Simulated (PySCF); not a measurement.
C2H7BO, SMILES CBOC. Atoms are numbered in the order given.

```xyz
11

B     -0.4530    -0.5278     0.0000
H     -1.6526    -0.3025     0.0000
C      0.1143    -1.9860     0.0000
H     -0.2629    -2.5377     0.8782
H     -0.2629    -2.5377    -0.8782
H      1.2131    -2.0247     0.0000
O      0.3946     0.5195     0.0000
C     -0.0335     1.8557     0.0000
H      0.3613     2.3676    -0.8915
H      0.3613     2.3676     0.8915
H     -1.1337     1.9316     0.0000
```

Geometry: PBE0-D3(BJ)/def2-SVP. The values are those of a single conformer.

These are PBE/def2-TZVP run with PySCF values and carry that method's errors.

Gas-phase values at a fixed geometry.

```yaml
total_energy: -180.36331 hartree
point_group: Cs
highest_occupied_level: -6.88 eV
lowest_empty_level: -0.77 eV
orbital_gap: 6.11 eV
dipole_moment: 0.99 D
quadrupole, principal values (traceless, Buckingham form, about the centre of nuclear charge): -3.72, 0.34, 3.38 D·Å
mean_static_polarisability: 46.6 bohr³ (6.90 Å³)
polarisability_principal_values: 37.5, 43.2, 59.0 bohr³
```
